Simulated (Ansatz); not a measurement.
Molecule: sum formula GaBrCl2, net charge 0, singlet state. 
Geometry from a B3LYP-D3(BJ)/def2-TZVP (Ansatz, a program for electronic structure) optimisation:
SMILES: [Cl][Ga]([Cl])[Br]
```xyz
4

Cl    -1.1094     2.1013     0.0083
Ga    -0.4196     0.0856     0.0056
Cl    -1.8435    -1.4990     0.0313
Br     1.8059    -0.3683    -0.0242
```

Basis-set convergence of Hartree-Fock and CCSD(T) correlation energies (hartree) with Ansatz. Valence correlation only, unless marked. No spin-orbit coupling. The frozen core is the preceding noble-gas configuration, with the filled d and f shells of earlier blocks. No relativistic terms.

```json
[
 {"basis": "def2-SVPD", "functions": "133", "E(HF)": "-5414.01310", "E(corr, CCSD(T))": "-0.51771"},
 {"basis": "def2-TZVPPD", "functions": "213", "E(HF)": "-5414.87920", "E(corr, CCSD(T))": "-0.67570"},
 {"basis": "def2-QZVPPD", "functions": "351", "E(HF)": "-5414.99209", "E(corr, CCSD(T))": "-0.73623"}
]
```

Extrapolating the two largest sets (X = 3 and 4) as X^-3: E(corr) = (64·(-0.73623) - 27·(-0.67570))/37 = -0.7804 Eh, an estimate of the basis-set limit. The largest set recovers 94.3 % of it, the smallest 66.3 %.
